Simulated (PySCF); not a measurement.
ClCrO2, charge +1, singlet, geometry from GFN2-xTB (such geometries of metal compounds can be far from the true shape) (the multiplicity is a formal guess); PySCF with B3LYP/def2-SVP.

PySCF was given this input:
```python
from pyscf import gto, scf, dft, solvent

mol = gto.Mole()
mol.atom = '''
    Cr    0.310475   -0.011522    0.390683
    O     1.504119   -0.669543   -0.340246
    O    -0.513975   -0.994946    1.253930
    Cl   -0.904267    0.799555   -0.981521
'''
mol.basis = 'def2-svp'
mol.charge = 1
mol.spin = 0
mol.verbose = 4
mol.build()

mf = dft.RKS(mol)
mf.xc = 'b3lyp'
mf.kernel()
```

The log (banner, timings and long lists left out):

```
PySCF version 2.14.0

[INPUT] verbose = 4
[INPUT] num. atoms = 4
[INPUT] num. electrons = 56
[INPUT] charge = 1
[INPUT] spin (= nelec alpha-beta = 2S) = 0
[INPUT] symmetry False subgroup None
[INPUT] Mole.unit = angstrom
[INPUT] Symbol           X                Y                Z      unit          X                Y                Z       unit  Magmom
[INPUT]  1 Cr     0.310475000000  -0.011522000000   0.390683000000 AA    0.586712718524  -0.021773424407   0.738283871523 Bohr   0.0
[INPUT]  2 O      1.504119000000  -0.669543000000  -0.340246000000 AA    2.842372968755  -1.265252898620  -0.642971754979 Bohr   0.0
[INPUT]  3 O     -0.513975000000  -0.994946000000   1.253930000000 AA   -0.971271984873  -1.880175448732   2.369584279376 Bohr   0.0
[INPUT]  4 Cl    -0.904267000000   0.799555000000  -0.981521000000 AA   -1.708816973482   1.510939971527  -1.854805875509 Bohr   0.0

nuclear repulsion = 301.93436239125
number of shells = 31
number of NR pGTOs = 157
number of NR cGTOs = 77
basis = def2-svp
ecp = {}

******** <class 'pyscf.dft.rks.RKS'> ********
method = RKS
initial guess = minao
damping factor = 0
level_shift factor = 0
DIIS = <class 'pyscf.scf.diis.CDIIS'>
diis_start_cycle = 1
diis_space = 8
diis_damp = 0
SCF conv_tol = 1e-09
SCF conv_tol_grad = None
SCF max_cycles = 50
direct_scf = True
direct_scf_tol = 1e-13
XC library pyscf.dft.libxc version 7.1.2
    S. Lehtola, C. Steigemann, M. J. T. Oliveira, and M. A. L. Marques,  SoftwareX 7, 1–5 (2018)
XC functionals = b3lyp
    P. J. Stephens, F. J. Devlin, C. F. Chabalowski, and M. J. Frisch,  J. Phys. Chem. 98, 11623 (1994)
radial grids:
    Treutler-Ahlrichs [JCP 102, 346 (1995); DOI:10.1063/1.469408] (M4) radial grids

becke partition: Becke, JCP 88, 2547 (1988); DOI:10.1063/1.454033
pruning grids: <function nwchem_prune>
grids dens level: 3
symmetrized grids: False
atomic radii adjust function: <function treutler_atomic_radii_adjust>
small_rho_cutoff = 0
Set gradient conv threshold to 3.16228e-05
Initial guess from minao.
tot grids = 67952
init E= -1654.93016854081
  HOMO = -0.410014957087886  LUMO = -0.321333814655915  gap/eV = 2.41314
cycle= 1 E= -1654.07761763307  delta_E= 0.853  |g|=  1.3  |ddm|= 3.15
  HOMO = -0.455734606884564  LUMO = -0.429554489256381  gap/eV = 0.71240
cycle= 2 E= -1641.35486490442  delta_E= 12.7  |g|= 7.01  |ddm|= 4.51
  HOMO = -0.557469923745821  LUMO = -0.436198011924689  gap/eV = 3.29998
cycle= 3 E= -1654.31959631009  delta_E=  -13  |g|= 0.546  |ddm|= 4.17
  HOMO = -0.557082410698417  LUMO = -0.520893145836359  gap/eV = 0.98476
cycle= 4 E= -1653.55535578647  delta_E= 0.764  |g|= 1.94  |ddm|= 1.73
  HOMO = -0.59831076150429  LUMO = -0.482423829710092  gap/eV = 3.15344
cycle= 5 E= -1654.38815099817  delta_E= -0.833  |g|= 0.108  |ddm|= 1.36
  HOMO = -0.584299670067763  LUMO = -0.466456401706423  gap/eV = 3.20668
cycle= 6 E= -1654.3894241704  delta_E= -0.00127  |g|= 0.0609  |ddm|= 0.0782
  HOMO = -0.589161598076697  LUMO = -0.467483876646546  gap/eV = 3.31102
cycle= 7 E= -1654.39003364789  delta_E= -0.000609  |g|= 0.0416  |ddm|= 0.0439
  HOMO = -0.589582757248458  LUMO = -0.467601296114957  gap/eV = 3.31928
cycle= 8 E= -1654.39023926833  delta_E= -0.000206  |g|= 0.0214  |ddm|= 0.0154
  HOMO = -0.589522262884458  LUMO = -0.468204119879191  gap/eV = 3.30123
cycle= 9 E= -1654.39030089164  delta_E= -6.16e-05  |g|= 0.00819  |ddm|= 0.00683
  HOMO = -0.589552778769511  LUMO = -0.468364818698983  gap/eV = 3.29769
cycle= 10 E= -1654.39030662903  delta_E= -5.74e-06  |g|= 0.00512  |ddm|= 0.00412
  HOMO = -0.589553973669234  LUMO = -0.468445295303561  gap/eV = 3.29553
cycle= 11 E= -1654.39031142046  delta_E= -4.79e-06  |g|= 0.000628  |ddm|= 0.00282
  HOMO = -0.58955442226423  LUMO = -0.468431182502055  gap/eV = 3.29593
cycle= 12 E= -1654.39031155018  delta_E= -1.3e-07  |g|= 0.000168  |ddm|= 0.000783
  HOMO = -0.589553839939479  LUMO = -0.468450080117085  gap/eV = 3.29540
cycle= 13 E= -1654.39031157408  delta_E= -2.39e-08  |g|= 4.39e-05  |ddm|= 0.00058
  HOMO = -0.58955376945801  LUMO = -0.468453229928113  gap/eV = 3.29531
cycle= 14 E= -1654.39031157496  delta_E= -8.86e-10  |g|= 1.62e-05  |ddm|= 7.87e-05
  HOMO = -0.589553243987747  LUMO = -0.468449237298041  gap/eV = 3.29541
Extra cycle  E= -1654.39031157335  delta_E= 1.61e-09  |g|= 0.000106  |ddm|= 5.66e-05
converged SCF energy = -1654.39031157335
```
